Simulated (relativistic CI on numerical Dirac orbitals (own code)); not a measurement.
**Electric-dipole lines of Co IX**

Computed by Dirac-Coulomb-Breit CI, separate exchange-only KLI orbitals for each configuration, model QED, unscaled Slater integrals (own radial code, finite nucleus).

Configuration list (outside the closed core [Ne]): 3s2 3p6 3d, 3s2 3p5 3d2, 3s 3p6 3d2, 3s2 3p6 4s, 3s2 3p6 4p, 3s2 3p6 4d, 3s2 3p6 4f, 3s2 3p6 5s, 3s2 3p6 5p, 3s2 3p5 3d 4s, 3s2 3p6 5d, 3s2 3p5 3d 4p, 3s2 3p6 5f, 3s2 3p6 5g, 3s2 3p6 6s, 3s2 3p6 6p, 3s2 3p6 6d, 3s2 3p6 7s, 3s2 3p5 3d 4d, 3s2 3p6 7p, 3s 3p6 3d 4s, 3s 3p6 4s2, 3s2 3p5 3d 4f, 3s 3p6 3d 4p, 3p6 3d3, 3p5 3d4. Double excitations out of closed p, d and f shells are left out; levels of such configurations are missing from the list, as are those of other unlisted configurations, and high levels can miss mixing partners. These lack a partner that the ground configuration has and come out too high: 3s2 3p5 3d 4s, 3s2 3p5 3d 4p, 3s2 3p5 3d 4d, 3s2 3p5 3d 4f.

```tsv
λ vac (nm)	Lower	Upper	A (s⁻¹)	gf	Branching (%)
8.8642	3s2 3p6 3d 2D_5/2 [2]	3s2 3p6 5f 2F°_7/2 [131]	1.83e+11	1.72e+00	95.2
10.601	3s2 3p5 3d2 4F°_9/2 [16]	3s2 3p5 3d 4f 4G_11/2 [325]	2.13e+11	4.30e+00	89.8
10.686	3s2 3p5 3d2 4D°_7/2 [6]	3s2 3p5 3d 4f 4F_9/2 [275]	1.98e+11	3.40e+00	90.9
10.694	3s2 3p5 3d2 4G°_7/2 [9]	3s2 3p5 3d 4f 4H_9/2 [304]	2.13e+11	3.65e+00	79.2
10.695	3s2 3p5 3d2 4G°_9/2 [8]	3s2 3p5 3d 4f 4H_11/2 [300]	2.34e+11	4.81e+00	89.6
10.706	3s2 3p5 3d2 4G°_11/2 [7]	3s2 3p5 3d 4f 4H_13/2 [294]	2.91e+11	7.00e+00	97.4
10.711	3s2 3p5 3d2 4G°_11/2 [7]	3s2 3p5 3d 4f 4G_11/2 [293]	1.28e+11	2.64e+00	58.3
10.812	3s2 3p6 3d 2D_3/2 [1]	3s2 3p6 4f 2F°_5/2 [66]	2.58e+11	2.71e+00	91.6
10.815	3s2 3p5 3d2 2G°_9/2 [27]	3s2 3p5 3d 4f 2H_11/2 [352]	2.54e+11	5.35e+00	93.2
10.838	3s2 3p6 3d 2D_5/2 [2]	3s2 3p6 4f 2F°_7/2 [67]	2.77e+11	3.90e+00	98.3
11.076	3s2 3p5 3d2 2H°_11/2 [23]	3s2 3p5 3d 4f 2I_13/2 [314]	2.22e+11	5.73e+00	91.2
11.079	3s2 3p5 3d2 2G°_9/2 [39]	3s2 3p5 3d 4f 2H_11/2 [377]	3.72e+11	8.21e+00	93.5
14.742	3s2 3p6 3d 2D_3/2 [1]	3s2 3p5 3d2 2D°_3/2 [50]	4.42e+11	5.76e+00	91.2
14.808	3s2 3p6 3d 2D_5/2 [2]	3s2 3p5 3d2 2D°_5/2 [49]	4.52e+11	8.92e+00	94.3
14.941	3s2 3p6 3d 2D_5/2 [2]	3s2 3p5 3d2 2P°_3/2 [48]	2.31e+11	3.09e+00	91.7
14.985	3s2 3p6 3d 2D_3/2 [1]	3s2 3p5 3d2 2P°_1/2 [47]	2.53e+11	1.70e+00	99.8
15.832	3s2 3p6 3d 2D_5/2 [2]	3s2 3p6 4p 2P°_3/2 [46]	1.31e+11	1.97e+00	89.2
16.466	3s2 3p6 3d 2D_5/2 [2]	3s2 3p5 3d2 2F°_7/2 [44]	1.75e+11	5.71e+00	100.0
16.608	3s2 3p6 3d 2D_3/2 [1]	3s2 3p5 3d2 2F°_5/2 [43]	1.65e+11	4.08e+00	95.7
25.930	3s2 3p5 3d2 4G°_11/2 [7]	3s 3p6 3d2 4F_9/2 [56]	2.44e+10	2.46e+00	45.6
```

Terms are leading LS components. Brackets give the number of a level in order of energy, since labels repeat. The list gives strong lines, with weight on those to low levels, without lines whose two gauges differ by over a factor of 2.5, among the lowest 396 of 615 levels, so that lines to higher ones, which can be the strongest, are missing. Levels whose partners in the same complex of configurations lie outside the list can be far off, and so can their lines. Rates are taken at the computed energies, electric ones in the length gauge.

At this charge configurations can still be misplaced by up to about 7 % of their energy.

LS names give the leading component of a level, which can be under half, so a name can repeat, a term be missing and a line seem to break the LS rules.
